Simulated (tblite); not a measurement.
C4H5F4NS.
Atom-mapped SMILES: `[NH2:1][C:2](=[S:3])[C@@H:4]([CH2:5][F:6])[C:7]([F:8])([F:9])[F:10]` (hydrogens: H11, H12 on N1; H13 on C4; H14, H15 on C5)

A start from a force field or distance geometry was refined with tblite 0.8.0, GFN2-xTB geometry optimisation, gas phase. Values at the start:

```json
{"coordinate": "N1–C2", "start": "1.363 Å"}
{"coordinate": "N1–H11", "start": "1.004 Å"}
{"coordinate": "N1–H12", "start": "1.018 Å"}
{"coordinate": "C2=S3", "start": "1.688 Å"}
{"coordinate": "C2–C4", "start": "1.511 Å"}
{"coordinate": "C4–C5", "start": "1.505 Å"}
{"coordinate": "C4–C7", "start": "1.504 Å"}
{"coordinate": "C4–H13", "start": "1.116 Å"}
{"coordinate": "C5–F6", "start": "1.367 Å"}
{"coordinate": "C5–H14", "start": "1.090 Å"}
{"coordinate": "C5–H15", "start": "1.094 Å"}
{"coordinate": "C7–F8", "start": "1.351 Å"}
{"coordinate": "N1–C2–S3", "start": "118.1°"}
{"coordinate": "N1–C2–C4", "start": "119.3°"}
{"coordinate": "C2–C4–C5", "start": "111.1°"}
{"coordinate": "C2–C4–C7", "start": "110.1°"}
{"coordinate": "S3–C2–C4", "start": "122.5°"}
{"coordinate": "C4–C5–F6", "start": "109.8°"}
{"coordinate": "C4–C7–F8", "start": "109.8°"}
{"coordinate": "F9–C7–F10", "start": "107.5°"}
{"coordinate": "N1–C2–C4–C5", "start": "-56°"}
{"coordinate": "C2–C4–C5–F6", "start": "66°"}
{"coordinate": "C2–C4–C7–F8", "start": "178°"}
```

Problem. How do these coordinates change at the GFN2-xTB level?

Solution. 
```
 coordinate  GFN2-xTB (Å or °)  change
      C2=S3              1.635  -0.053
      C4–C5              1.535  +0.030
      N1–C2              1.336  -0.027
      C4–C7              1.530  +0.026
     C4–H13              1.095  -0.021
     N1–H12              1.008  -0.010
      C7–F8              1.341  -0.010
      C2–C4              1.519  +0.008
     C5–H14              1.094  +0.004
     N1–H11              1.007  +0.003
      C5–F6              1.369  +0.002
     C5–H15              1.094   0.000
   N1–C2–S3              122.8    +4.7
   S3–C2–C4              119.8    -2.7
   N1–C2–C4              117.4    -1.9
   C2–C4–C7              111.8    +1.7
   C4–C7–F8              111.0    +1.2
   C4–C5–F6              111.1    +1.3
  F9–C7–F10              106.5    -1.0
   C2–C4–C5              111.9    +0.8
N1–C2–C4–C5                -67     -11
C2–C4–C5–F6                 60      -6
C2–C4–C7–F8                176      -2
```

The energy falls by 3.9 kcal/mol over 78 L-BFGS steps, the largest force on an atom goes from 2.21 to 0.008 eV/Å, and the atoms move by 0.135 Å rms after alignment. The bond that changes most is C2=S3 (thiocarbonyl carbon to thiocarbonyl sulfur), which shortens by 0.053 Å. Bonds longer at the end by more than 0.005 Å: 3 of 14; shorter: 6. Among the dihedrals that turn most is N1–C2–C4–H13, from -174° to 174°. Rotational constants go from 1513, 924.8, 742.1 to 1489, 910.5, 742.2 MHz.

Its GFN2-xTB frequencies are all real (lowest 32 cm⁻¹). One conformer, not necessarily the lowest. 3 starts were optimised and ended at 0.00, 1.33 and 1.82 kcal/mol (GFN2-xTB); the lowest of these is shown.

All values are computed, not measured.
